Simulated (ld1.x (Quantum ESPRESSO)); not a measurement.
# Before and after: TM potential for Co

```json
{
  "Element": "Co",
  "Generator": "ld1.x (Quantum ESPRESSO) 7.5",
  "Type": "norm-conserving Troullier–Martins (Kleinman–Bylander form)",
  "Functional": "PBE",
  "Relativity": "scalar-relativistic",
  "Frozen core": "[Ne] 3s2",
  "Valence charge": "15",
  "Reference configuration": "3p6 3d7.5 4s1.5 4p0",
  "Partial waves": "4s (bound): rc 2.60 bohr; 3p (bound): rc 1.30 bohr; 3d (bound): rc 1.60 bohr",
  "Local potential": "all-electron potential smoothed inside 2.20 bohr (lloc = -1)",
  "Core correction": "Bessel-smoothed model core inside 0.90 bohr"
}
```

Change: wave 4s (bound): rc 2.60 bohr becomes 4s (bound): rc 2.10 bohr.

Cutoffs: the cutoffs (Ry, on a coarse ladder) from which the occupation-weighted sum of valence levels, in a spherical-Bessel basis at the reference potential, stays within 10 and 1 mRy of its value at 400 Ry; they do not see the model core or the augmentation charge, which bear on the density cutoff. Errors are all-electron minus pseudo energies relative to the spin-unpolarised reference configuration.

Task: Predict the effect on cutoff, ghosts and configuration errors.

Result: The potential gets neither clearly harder nor softer (110 Ry and 180 Ry → 110 Ry and 180 Ry); the d channel sets the loose cutoff, while the largest relative change is in s, which becomes harder; of the 7 tests that both files solve, the error grows in 4 and shrinks in 2 by more than 15 % and 0.3 meV (median size 36.0 → 20.1 meV); neither file shows a bound ghost.

| quantity | base | changed |
| --- | --- | --- |
| cutoff, loose | 110 Ry | 110 Ry |
| cutoff, tight | 180 Ry | 180 Ry |
| loose cutoff by channel (10 mRy a level) | s 6 Ry, p 70 Ry, d 90 Ry | s 8 Ry, p 70 Ry, d 90 Ry |
| bound ghosts | none | none |
| error for 3p6 3d7 4s2 4p0, meV [ΔE 0.96 eV] | -11 | -20 |
| error for 3p6 3d7 4s1 4p0, meV [ΔE 9.99 eV] | -1.9 | -5.3 |
| error for 3p6 3d7 4s0 4p0, meV [ΔE 26.78 eV] | -37 | -19 |
| error for 3p6 3d6 4s2 4p0, meV [ΔE 16.14 eV] | +36 | -98 |
| error for 3p6 3d6 4s0 4p0, meV [ΔE 62.65 eV] | -203 | -133 |
| error for 3p6 3d7 4s0 4p2, meV [ΔE 9.94 eV] | -715 | -696 |
| error for 3p6 3d7 4s1.5 4p0, meV [ΔE 4.56 eV] | -4.8 | -12 |
